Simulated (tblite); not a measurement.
Record of a relaxation.

C3H7FO3S.
SMILES with atom numbers: `[CH3:1][C@H:2]([F:3])[CH2:4][O:5][SH:6](=[O:7])=[O:8]` (hydrogens: H9, H10, H11 on C1; H12 on C2; H13, H14 on C4; H15 on S6)

Computed with GFN2-xTB (tblite), gas phase: L-BFGS steps from a force-field or distance-geometry start until the largest atomic force falls under 0.01 eV/Å. 4 of its 147 geometries are shown.

Step 0: E = -819.4814 eV, largest atomic force 6.843 eV/Å
```
atom  x, y, z in Å  |  force x, y, z in eV/Å
C1     -2.248    0.043    0.922   -0.935   0.542   0.113
C2     -1.169    0.622    0.037    0.453  -0.509  -0.073
F3     -1.569    0.442   -1.273   -0.153   0.412  -0.049
C4      0.150   -0.126    0.173    0.654  -0.243   1.622
O5      1.087    0.469   -0.657    1.853  -0.400  -0.945
S6      2.573   -0.267   -0.614    3.788   2.456   5.142
O7      3.696    0.752   -0.682   -3.457  -2.577  -1.122
O8      2.740   -1.009    0.685   -1.346   0.957  -3.265
H9     -3.087    0.789    0.871    0.447  -1.031   0.172
H10    -2.550   -0.929    0.489   -0.002   0.568   0.453
H11    -1.942   -0.067    1.974   -0.058   0.022  -0.622
H12    -0.982    1.689    0.224   -0.147  -0.114  -0.292
H13     0.514   -0.006    1.252   -0.430  -0.436  -1.077
H14     0.093   -1.194   -0.094   -0.349   0.225   0.288
H15     2.690   -1.201   -1.620   -0.320   0.127  -0.345
```

Step 49: E = -820.4984 eV, largest atomic force 0.043 eV/Å
```
atom  x, y, z in Å  |  force x, y, z in eV/Å
C1     -2.216    0.067    0.912   -0.003  -0.009   0.012
C2     -1.121    0.597    0.003   -0.007   0.014  -0.009
F3     -1.530    0.465   -1.309   -0.013   0.001  -0.021
C4      0.202   -0.151    0.166    0.014   0.011  -0.011
O5      1.250    0.631   -0.368    0.029  -0.022   0.023
S6      2.600   -0.200   -0.448   -0.010   0.007  -0.031
O7      3.647    0.637   -0.901   -0.027  -0.006   0.018
O8      2.748   -0.998    0.721    0.022  -0.009  -0.009
H9     -3.139    0.610    0.725    0.004  -0.008  -0.012
H10    -2.389   -0.988    0.716    0.010  -0.012   0.003
H11    -1.934    0.198    1.952    0.001   0.001   0.005
H12    -0.950    1.668    0.157    0.002   0.024   0.001
H13     0.409   -0.353    1.221   -0.006   0.004   0.001
H14     0.159   -1.106   -0.373   -0.020   0.002   0.014
H15     2.259   -1.068   -1.485    0.003   0.003   0.015
```

Step 97: E = -820.5152 eV, largest atomic force 0.175 eV/Å
```
atom  x, y, z in Å  |  force x, y, z in eV/Å
C1     -2.256    0.083    0.816    0.044   0.042   0.011
C2     -1.032    0.559    0.051    0.004  -0.013  -0.051
F3     -1.218    0.301   -1.297    0.002  -0.005  -0.001
C4      0.264   -0.134    0.476   -0.028  -0.042  -0.032
O5      1.356    0.631    0.024    0.035   0.162   0.056
S6      2.537   -0.224   -0.593    0.054  -0.074  -0.008
O7      3.566    0.659   -0.997    0.006  -0.082   0.057
O8      2.803   -1.360    0.226    0.021   0.076  -0.080
H9     -3.156    0.427    0.312    0.046  -0.001   0.009
H10    -2.271   -1.002    0.861   -0.032  -0.041   0.000
H11    -2.240    0.488    1.823    0.005  -0.035   0.010
H12    -0.894    1.645    0.128   -0.053  -0.008  -0.006
H13     0.317   -0.232    1.564   -0.035   0.027   0.027
H14     0.320   -1.133    0.027   -0.031   0.008   0.030
H15     1.901   -0.700   -1.733   -0.038  -0.014  -0.022
```

Step 146: E = -820.6367 eV, largest atomic force 0.010 eV/Å
```
atom  x, y, z in Å  |  force x, y, z in eV/Å
C1     -2.158   -0.018    0.674    0.000  -0.002  -0.001
C2     -0.854    0.474    0.072   -0.003   0.002  -0.002
F3     -0.715   -0.055   -1.202    0.004   0.005  -0.004
C4      0.367    0.048    0.884   -0.002  -0.001   0.005
O5      1.546    0.604    0.347    0.001   0.003   0.002
S6      2.248   -0.263   -0.797    0.003   0.007  -0.006
O7      3.572    0.217   -0.947   -0.003  -0.005  -0.005
O8      1.991   -1.647   -0.587    0.000  -0.006   0.008
H9     -2.984    0.230    0.012    0.002  -0.001   0.000
H10    -2.126   -1.096    0.803   -0.002  -0.006  -0.003
H11    -2.322    0.455    1.637   -0.004  -0.001   0.007
H12    -0.856    1.563   -0.064    0.003   0.004  -0.003
H13     0.279    0.403    1.913    0.001   0.003   0.001
H14     0.458   -1.044    0.865    0.001  -0.003  -0.002
H15     1.549    0.138   -1.919   -0.001   0.000   0.003
```

**Question.** Summarise the path.

**Answer.** The energy falls by 26.64 kcal/mol from step 0 to step 146; nine tenths of that is first reached at step 100. It rises by more than 0.2 meV at steps 85, 88, 91, 93, 96, 99 and 112. The largest force goes from 6.843 to 0.010 eV/Å. Among the bonds S6=O7 changes most, from 1.518 to 1.417 Å; the atoms move by 0.932 Å rms after alignment.

**Question.** Follow the three bonds and two angles with the largest change from start to end.

**Answer.** 
```json
{"step": "0", "E above end (kcal/mol)": "26.64", "largest force (eV/Å)": "6.843", "S6=O7 (Å)": "1.518", "S6=O8 (Å)": "1.505", "O5–S6 (Å)": "1.659", "O7–S6–O8 (°)": "106.7", "O5–S6–H15 (°)": "111.0"}
{"step": "6", "E above end (kcal/mol)": "5.21", "largest force (eV/Å)": "0.227", "S6=O7 (Å)": "1.416", "S6=O8 (Å)": "1.423", "O5–S6 (Å)": "1.596", "O7–S6–O8 (°)": "121.7", "O5–S6–H15 (°)": "101.8"}
{"step": "13", "E above end (kcal/mol)": "4.56", "largest force (eV/Å)": "0.119", "S6=O7 (Å)": "1.415", "S6=O8 (Å)": "1.424", "O5–S6 (Å)": "1.588", "O7–S6–O8 (°)": "120.4", "O5–S6–H15 (°)": "99.7"}
{"step": "19", "E above end (kcal/mol)": "4.26", "largest force (eV/Å)": "0.141", "S6=O7 (Å)": "1.415", "S6=O8 (Å)": "1.425", "O5–S6 (Å)": "1.581", "O7–S6–O8 (°)": "121.5", "O5–S6–H15 (°)": "99.9"}
{"step": "25", "E above end (kcal/mol)": "3.71", "largest force (eV/Å)": "0.172", "S6=O7 (Å)": "1.414", "S6=O8 (Å)": "1.423", "O5–S6 (Å)": "1.584", "O7–S6–O8 (°)": "121.8", "O5–S6–H15 (°)": "101.3"}
{"step": "32", "E above end (kcal/mol)": "3.28", "largest force (eV/Å)": "0.053", "S6=O7 (Å)": "1.414", "S6=O8 (Å)": "1.423", "O5–S6 (Å)": "1.586", "O7–S6–O8 (°)": "121.1", "O5–S6–H15 (°)": "99.3"}
{"step": "38", "E above end (kcal/mol)": "3.24", "largest force (eV/Å)": "0.042", "S6=O7 (Å)": "1.414", "S6=O8 (Å)": "1.423", "O5–S6 (Å)": "1.586", "O7–S6–O8 (°)": "121.2", "O5–S6–H15 (°)": "98.9"}
{"step": "44", "E above end (kcal/mol)": "3.22", "largest force (eV/Å)": "0.041", "S6=O7 (Å)": "1.414", "S6=O8 (Å)": "1.423", "O5–S6 (Å)": "1.585", "O7–S6–O8 (°)": "121.2", "O5–S6–H15 (°)": "99.2"}
{"step": "51", "E above end (kcal/mol)": "3.18", "largest force (eV/Å)": "0.031", "S6=O7 (Å)": "1.414", "S6=O8 (Å)": "1.423", "O5–S6 (Å)": "1.585", "O7–S6–O8 (°)": "121.1", "O5–S6–H15 (°)": "98.9"}
{"step": "57", "E above end (kcal/mol)": "3.15", "largest force (eV/Å)": "0.028", "S6=O7 (Å)": "1.414", "S6=O8 (Å)": "1.423", "O5–S6 (Å)": "1.587", "O7–S6–O8 (°)": "121.2", "O5–S6–H15 (°)": "98.9"}
{"step": "63", "E above end (kcal/mol)": "3.14", "largest force (eV/Å)": "0.018", "S6=O7 (Å)": "1.414", "S6=O8 (Å)": "1.423", "O5–S6 (Å)": "1.586", "O7–S6–O8 (°)": "121.1", "O5–S6–H15 (°)": "99.0"}
{"step": "70", "E above end (kcal/mol)": "3.14", "largest force (eV/Å)": "0.017", "S6=O7 (Å)": "1.414", "S6=O8 (Å)": "1.423", "O5–S6 (Å)": "1.587", "O7–S6–O8 (°)": "121.1", "O5–S6–H15 (°)": "99.1"}
{"step": "76", "E above end (kcal/mol)": "3.10", "largest force (eV/Å)": "0.051", "S6=O7 (Å)": "1.415", "S6=O8 (Å)": "1.423", "O5–S6 (Å)": "1.588", "O7–S6–O8 (°)": "121.3", "O5–S6–H15 (°)": "99.0"}
{"step": "83", "E above end (kcal/mol)": "3.02", "largest force (eV/Å)": "0.121", "S6=O7 (Å)": "1.415", "S6=O8 (Å)": "1.425", "O5–S6 (Å)": "1.590", "O7–S6–O8 (°)": "121.2", "O5–S6–H15 (°)": "99.0"}
{"step": "89", "E above end (kcal/mol)": "2.94", "largest force (eV/Å)": "0.054", "S6=O7 (Å)": "1.414", "S6=O8 (Å)": "1.422", "O5–S6 (Å)": "1.586", "O7–S6–O8 (°)": "121.3", "O5–S6–H15 (°)": "99.4"}
{"step": "95", "E above end (kcal/mol)": "2.88", "largest force (eV/Å)": "0.116", "S6=O7 (Å)": "1.414", "S6=O8 (Å)": "1.422", "O5–S6 (Å)": "1.583", "O7–S6–O8 (°)": "121.4", "O5–S6–H15 (°)": "99.6"}
{"step": "102", "E above end (kcal/mol)": "2.55", "largest force (eV/Å)": "0.922", "S6=O7 (Å)": "1.414", "S6=O8 (Å)": "1.439", "O5–S6 (Å)": "1.615", "O7–S6–O8 (°)": "120.9", "O5–S6–H15 (°)": "100.4"}
{"step": "108", "E above end (kcal/mol)": "1.21", "largest force (eV/Å)": "0.551", "S6=O7 (Å)": "1.419", "S6=O8 (Å)": "1.433", "O5–S6 (Å)": "1.604", "O7–S6–O8 (°)": "120.9", "O5–S6–H15 (°)": "101.0"}
{"step": "114", "E above end (kcal/mol)": "0.46", "largest force (eV/Å)": "0.144", "S6=O7 (Å)": "1.418", "S6=O8 (Å)": "1.426", "O5–S6 (Å)": "1.597", "O7–S6–O8 (°)": "121.2", "O5–S6–H15 (°)": "101.8"}
{"step": "121", "E above end (kcal/mol)": "0.21", "largest force (eV/Å)": "0.339", "S6=O7 (Å)": "1.414", "S6=O8 (Å)": "1.418", "O5–S6 (Å)": "1.596", "O7–S6–O8 (°)": "121.1", "O5–S6–H15 (°)": "102.3"}
{"step": "127", "E above end (kcal/mol)": "0.08", "largest force (eV/Å)": "0.050", "S6=O7 (Å)": "1.417", "S6=O8 (Å)": "1.423", "O5–S6 (Å)": "1.599", "O7–S6–O8 (°)": "120.9", "O5–S6–H15 (°)": "101.7"}
{"step": "133", "E above end (kcal/mol)": "0.04", "largest force (eV/Å)": "0.039", "S6=O7 (Å)": "1.417", "S6=O8 (Å)": "1.423", "O5–S6 (Å)": "1.599", "O7–S6–O8 (°)": "120.8", "O5–S6–H15 (°)": "101.8"}
{"step": "140", "E above end (kcal/mol)": "0.01", "largest force (eV/Å)": "0.028", "S6=O7 (Å)": "1.417", "S6=O8 (Å)": "1.423", "O5–S6 (Å)": "1.598", "O7–S6–O8 (°)": "120.8", "O5–S6–H15 (°)": "101.7"}
{"step": "146", "E above end (kcal/mol)": "0.00", "largest force (eV/Å)": "0.010", "S6=O7 (Å)": "1.417", "S6=O8 (Å)": "1.423", "O5–S6 (Å)": "1.598", "O7–S6–O8 (°)": "120.9", "O5–S6–H15 (°)": "101.6"}
```

The cost below is that of the whole relaxation. Time: 1.6 s wall. Hardware: an Intel Xeon at 2.70 GHz with one thread, shared host with 64 logical CPUs at a one-minute load of 4.6.
